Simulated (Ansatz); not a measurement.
Born–Oppenheimer molecular dynamics of CH5FSZn (9 atoms, charge 0, multiplicity 1). It starts at the highest image of a converged band, a first-order saddle point between two minima.

All numbers below come from UKS BLYP-D4/def2-SVP (Ansatz 0.2.0).

| Quantity | Value |
| --- | --- |
| ensemble | NVE (velocity Verlet) |
| time step | 0.5 fs |
| steps asked | 200 |
| starting velocities drawn for | 100 K |
| seed | 10085 |

Frames 1 fs apart, positions in Å, forces in eV/Å.

Velocities at 0.0 fs (Å/ps):

```
Zn -0.87 -0.32 -0.24
S -0.01 0.30 0.61
C 0.49 3.23 -0.13
H 20.23 -0.48 -6.75
F 0.34 0.20 0.27
H 1.08 -9.46 -12.25
H -6.46 -11.07 -5.12
H 12.34 -4.61 8.82
H 17.01 -5.92 8.02
```

```xyz
9
Properties=species:S:1:pos:R:3:forces:R:3 time_fs=0.0 energy_less_start_eV=0.000 T=100
Zn -0.230 0.095 0.131 0.00 0.00 0.00
S 0.185 -1.637 1.934 0.00 0.00 0.00
C -0.047 0.457 -1.785 0.00 0.00 -0.01
H -0.463 -0.240 2.262 0.00 0.00 0.00
F -0.848 0.900 1.806 0.00 0.00 0.00
H 1.445 -1.155 2.140 0.00 0.00 0.00
H 0.104 1.540 -1.960 0.00 -0.01 0.00
H 0.815 -0.098 -2.206 0.00 0.00 0.00
H -0.963 0.139 -2.322 0.00 0.00 0.00
9
Properties=species:S:1:pos:R:3:forces:R:3 time_fs=1.0 energy_less_start_eV=0.009 T=91
Zn -0.230 0.094 0.131 -0.02 0.04 0.00
S 0.185 -1.637 1.935 -0.05 -0.07 -0.03
C -0.046 0.460 -1.785 0.53 -0.46 0.19
H -0.443 -0.241 2.255 -0.06 0.01 0.06
F -0.847 0.900 1.806 0.03 0.01 -0.04
H 1.446 -1.165 2.128 0.10 0.02 0.01
H 0.098 1.530 -1.965 0.07 0.42 -0.06
H 0.827 -0.102 -2.197 -0.22 0.16 0.09
H -0.946 0.133 -2.314 -0.38 -0.14 -0.23
9
Properties=species:S:1:pos:R:3:forces:R:3 time_fs=2.0 energy_less_start_eV=0.025 T=72
Zn -0.231 0.094 0.131 -0.04 0.09 0.00
S 0.185 -1.637 1.935 -0.07 -0.13 -0.05
C -0.045 0.463 -1.785 0.89 -0.79 0.35
H -0.423 -0.241 2.249 -0.12 0.03 0.11
F -0.847 0.901 1.806 0.05 0.02 -0.07
H 1.448 -1.174 2.116 0.17 0.04 0.02
H 0.092 1.523 -1.971 0.12 0.72 -0.10
H 0.837 -0.105 -2.187 -0.36 0.28 0.13
H -0.933 0.125 -2.309 -0.64 -0.25 -0.39
9
Properties=species:S:1:pos:R:3:forces:R:3 time_fs=3.0 energy_less_start_eV=0.033 T=64
Zn -0.232 0.094 0.130 -0.06 0.13 0.01
S 0.185 -1.637 1.936 -0.06 -0.17 -0.07
C -0.043 0.465 -1.784 0.95 -0.89 0.39
H -0.405 -0.241 2.244 -0.17 0.04 0.16
F -0.847 0.901 1.807 0.07 0.03 -0.10
H 1.452 -1.183 2.104 0.20 0.03 0.02
H 0.088 1.523 -1.978 0.13 0.77 -0.11
H 0.844 -0.105 -2.176 -0.39 0.31 0.12
H -0.926 0.115 -2.307 -0.68 -0.26 -0.42
9
Properties=species:S:1:pos:R:3:forces:R:3 time_fs=4.0 energy_less_start_eV=0.026 T=71
Zn -0.233 0.093 0.130 -0.08 0.17 0.02
S 0.184 -1.636 1.936 -0.01 -0.19 -0.07
C -0.041 0.466 -1.784 0.68 -0.73 0.29
H -0.388 -0.241 2.240 -0.21 0.06 0.20
F -0.846 0.901 1.807 0.09 0.04 -0.13
H 1.458 -1.191 2.092 0.19 0.02 0.02
H 0.085 1.530 -1.986 0.10 0.54 -0.07
H 0.847 -0.103 -2.164 -0.29 0.27 0.06
H -0.925 0.103 -2.309 -0.47 -0.17 -0.31
9
Properties=species:S:1:pos:R:3:forces:R:3 time_fs=5.0 energy_less_start_eV=0.019 T=79
Zn -0.234 0.093 0.130 -0.10 0.20 0.03
S 0.184 -1.636 1.937 0.09 -0.18 -0.07
C -0.038 0.467 -1.783 0.20 -0.40 0.11
H -0.373 -0.240 2.239 -0.24 0.06 0.22
F -0.846 0.901 1.807 0.10 0.04 -0.15
H 1.465 -1.200 2.081 0.12 -0.01 0.01
H 0.082 1.543 -1.994 0.04 0.13 0.01
H 0.847 -0.098 -2.151 -0.10 0.16 -0.05
H -0.929 0.089 -2.314 -0.11 -0.01 -0.11
9
Properties=species:S:1:pos:R:3:forces:R:3 time_fs=6.0 energy_less_start_eV=0.025 T=72
Zn -0.235 0.093 0.130 -0.12 0.23 0.05
S 0.184 -1.636 1.937 0.20 -0.16 -0.06
C -0.035 0.468 -1.782 -0.34 -0.02 -0.07
H -0.360 -0.239 2.239 -0.26 0.07 0.23
F -0.845 0.902 1.807 0.12 0.04 -0.16
H 1.474 -1.208 2.070 0.03 -0.05 0.00
H 0.080 1.556 -2.002 -0.01 -0.30 0.09
H 0.846 -0.091 -2.139 0.14 0.02 -0.18
H -0.934 0.075 -2.320 0.25 0.16 0.10
9
Properties=species:S:1:pos:R:3:forces:R:3 time_fs=7.0 energy_less_start_eV=0.041 T=55
Zn -0.236 0.093 0.129 -0.13 0.25 0.07
S 0.184 -1.636 1.938 0.30 -0.13 -0.06
C -0.032 0.468 -1.781 -0.77 0.27 -0.19
H -0.350 -0.237 2.242 -0.27 0.07 0.22
F -0.845 0.902 1.807 0.13 0.04 -0.16
H 1.483 -1.217 2.058 -0.07 -0.08 -0.01
H 0.078 1.567 -2.009 -0.05 -0.61 0.16
H 0.847 -0.084 -2.129 0.36 -0.11 -0.28
H -0.936 0.063 -2.325 0.52 0.30 0.25
9
Properties=species:S:1:pos:R:3:forces:R:3 time_fs=8.0 energy_less_start_eV=0.052 T=43
Zn -0.237 0.093 0.129 -0.14 0.26 0.08
S 0.184 -1.636 1.938 0.37 -0.09 -0.05
C -0.030 0.469 -1.780 -0.96 0.39 -0.26
H -0.343 -0.234 2.247 -0.26 0.06 0.20
F -0.844 0.902 1.807 0.13 0.03 -0.15
H 1.491 -1.227 2.046 -0.16 -0.10 -0.01
H 0.076 1.572 -2.015 -0.07 -0.74 0.20
H 0.851 -0.078 -2.121 0.45 -0.16 -0.32
H -0.934 0.053 -2.328 0.63 0.36 0.31
9
Properties=species:S:1:pos:R:3:forces:R:3 time_fs=9.0 energy_less_start_eV=0.048 T=48
Zn -0.238 0.093 0.129 -0.14 0.26 0.10
S 0.185 -1.636 1.939 0.40 -0.06 -0.05
C -0.029 0.470 -1.780 -0.84 0.29 -0.25
H -0.338 -0.231 2.253 -0.25 0.04 0.16
F -0.843 0.903 1.806 0.14 0.03 -0.14
H 1.497 -1.237 2.035 -0.21 -0.10 -0.01
H 0.073 1.570 -2.019 -0.07 -0.67 0.20
H 0.859 -0.073 -2.116 0.38 -0.12 -0.30
H -0.926 0.047 -2.328 0.57 0.34 0.28
9
Properties=species:S:1:pos:R:3:forces:R:3 time_fs=10.0 energy_less_start_eV=0.034 T=63
Zn -0.239 0.092 0.129 -0.14 0.25 0.11
S 0.185 -1.636 1.939 0.38 -0.03 -0.04
C -0.028 0.472 -1.780 -0.45 0.01 -0.17
H -0.335 -0.227 2.262 -0.22 0.02 0.12
F -0.842 0.903 1.806 0.14 0.02 -0.11
H 1.502 -1.249 2.023 -0.21 -0.09 0.00
H 0.069 1.561 -2.021 -0.04 -0.41 0.16
H 0.871 -0.070 -2.114 0.18 -0.01 -0.22
H -0.912 0.044 -2.325 0.36 0.24 0.15
9
Properties=species:S:1:pos:R:3:forces:R:3 time_fs=11.0 energy_less_start_eV=0.026 T=72
Zn -0.240 0.092 0.129 -0.13 0.24 0.12
S 0.186 -1.636 1.940 0.31 -0.02 -0.04
C -0.027 0.473 -1.779 0.09 -0.36 0.00
H -0.334 -0.223 2.271 -0.19 0.00 0.06
F -0.842 0.903 1.806 0.14 0.01 -0.08
H 1.505 -1.261 2.011 -0.18 -0.06 0.01
H 0.065 1.549 -2.021 -0.01 0.00 0.09
H 0.885 -0.066 -2.114 -0.07 0.12 -0.11
H -0.895 0.044 -2.321 0.03 0.07 -0.05
```

Of the whole run (100 fs, mean temperature of the second half 119 K): The conserved energy stayed within 0.062 meV per atom of its start (net change 0.041 meV per atom), so the integration is sound. A run of 0.1 ps of so small a system gives no equilibrium averages. The orbitals stay closed-shell, which can raise the energy where a bond breaks towards radicals; this wasn't checked here.

Time of the run: 9.2 min on 4 threads of Arm Neoverse N1, on a shared host, peak memory 0.2 GiB.
